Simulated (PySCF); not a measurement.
## Basis and Hamiltonian dependence of the ionisation energy of Bi²⁺

Bi²⁺ [Xe] 4f14 5d10 6s2 6p1 (2P) → Bi³⁺ [Xe] 4f14 5d10 6s2 (1S). All values are computed (PySCF 2.14, energy differences of UHF-based or UKS calculations, no spin-orbit coupling). Values in eV.

| basis | Hamiltonian | functions | UHF | r2SCAN | PBE0 | MP2 (valence) | CCSD(T) (valence) | CCSD(T) (valence and next inner shell) |
| --- | --- | --- | --- | --- | --- | --- | --- | --- |
| cc-pVDZ-PP with ECP60MDF | ECP | 23 | 22.991 | 23.682 | n/a | 23.111 | 23.170 | n/a |
| def2-SVP with the def2 core potential (60 electrons) | ECP | 26 | 22.996 | n/a | n/a | 23.107 | 23.163 | n/a |
| aug-cc-pVDZ-PP with ECP60MDF | ECP | 32 | 23.004 | 23.693 | 23.630 | 23.127 | 23.187 | n/a |
| aug-cc-pwCVDZ-PP with ECP60MDF | ECP | 48 | 23.017 | 23.707 | 23.644 | 23.168 | 23.232 | 23.332 |
| aug-cc-pVTZ-PP with ECP60MDF | ECP | 55 | 23.042 | 23.727 | 23.660 | 23.237 | 23.302 | n/a |
| Sapporo-DKH3-DZP-2012 | spin-free X2C | 73 | 23.058 | n/a | n/a | n/a | n/a | 23.332 |
| x2c-TZVPPall | spin-free X2C | 83 | 23.094 | 23.796 | 23.737 | 23.278 | 23.339 | 23.493 |
| aug-cc-pVTZ-DK3 | spin-free X2C | 84 | 23.075 | 23.747 | 23.687 | 23.270 | 23.332 | n/a |
| aug-cc-pVQZ-PP with ECP60MDF | ECP | 92 | 23.052 | 23.734 | 23.664 | 23.279 | 23.338 | n/a |
| aug-cc-pwCVTZ-PP with ECP60MDF | ECP | 96 | 23.059 | 23.743 | 23.672 | 23.270 | 23.334 | n/a |
| def2-QZVPP with one added diffuse shell each of s, p, d, f type with the def2 core potential (60 electrons) | ECP | 98 | 23.054 | 23.735 | 23.666 | 23.281 | n/a | n/a |
| x2c-TZVPPall with one added diffuse shell each of s, p, d, f type | spin-free X2C | 99 | 23.099 | 23.800 | 23.740 | 23.287 | 23.348 | 23.503 |
| aug-cc-pwCVTZ-DK3 | spin-free X2C | 125 | 23.088 | 23.770 | 23.704 | 23.298 | 23.361 | n/a |
| aug-cc-pV5Z-PP with ECP60MDF | ECP | 139 | 23.057 | 23.740 | 23.668 | 23.296 | n/a | n/a |

Extrapolation of CCSD(T) (valence) from aug-cc-pVTZ-PP with ECP60MDF and aug-cc-pVQZ-PP with ECP60MDF: the correlation parts are 0.260 and 0.287 eV; with the X⁻³ form and unrounded values, (4³ × 0.287 − 3³ × 0.260)/(4³ − 3³) = 0.306 eV, and adding the Hartree-Fock value 23.052 eV of the larger basis gives 23.357 eV.

Frozen in the all-electron rows: valence and next inner shell: [Kr] 4d10 4f14; valence: [Xe] 4f14 5d10; with a core potential, the same shells as far as they lie outside it.

Between the lowest levels the reference is 25.571 eV (measured; NIST Atomic Spectra Database, ionization energies); it includes spin-orbit coupling, which these numbers lack.
